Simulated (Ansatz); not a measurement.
A search over several starts for the lowest SCF solution of the cluster V2N2 at the given spin, in a small basis.

```yaml
crystal:
  periodic: [false, false, false]
  atoms:
    - {symbol: V, position_ang: [-0.612907, 0.544961, -0.875187]}
    - {symbol: V, position_ang: [1.129677, 0.392444, -0.091739]}
    - {symbol: N, position_ang: [-0.105527, -1.013281, 0.037202]}
    - {symbol: N, position_ang: [-0.411234, 0.075866, 0.929724]}
basis:
  gaussian: {orbitals: def2-SVP}
magnetization: {spin_polarized: true, initial_magnetization: 0}
hamiltonian: {xc: pbe0, dispersion: d4}
output: {orbitals: {seedname: orbitals}}
```

```sh
$ ansatz run in.yaml --threads 4 --pin off --events-out ev --progress --plain --max-ram 3916MiB
```

Output, abridged:

```
Functional definition: PBE0
984 factors; integrals over basis functions are off by at most 1.1e-3 eV
mean field evaluation 1: about -54316.5749 eV, gradient 4.5e1 eV
mean field evaluation 2: about -54241.1162 eV, gradient 1.2e2 eV
mean field evaluation 4: about -54323.4806 eV, gradient 2.7e1 eV
mean field evaluation 8: about -54326.6761 eV, gradient 2.0e0 eV
mean field evaluation 16: about -54326.8345 eV, gradient 3.3e-3 eV
mean field evaluation 32: about -54326.8635 eV, gradient 4.5e-3 eV
mean field evaluation 64: about -54326.7668 eV, gradient 1.8e0 eV
mean field -54326.86350206 eV, -1996.4754096302 hartree, gradient 1.4e-5 eV, S^2 0.364460; 7 other end points of the search recorded, 0 dependent functions left out
reference -54326.86354284 eV, -1996.4754111286 hartree; 30, 30 occupied and 60, 60 virtual orbitals, 984 factors
Total energy: -54326.96394882 eV, -1996.4791009806 hartree
```

Run time 11 s (4 threads of Arm Neoverse V1 on a shared host).

Other converged states that the search met: 0.03 eV higher (⟨S²⟩ = 0.00).

The unrestricted singlet has broken spin symmetry (⟨S²⟩ up to 0.36). The structure comes from a short search, and lower isomers may exist.
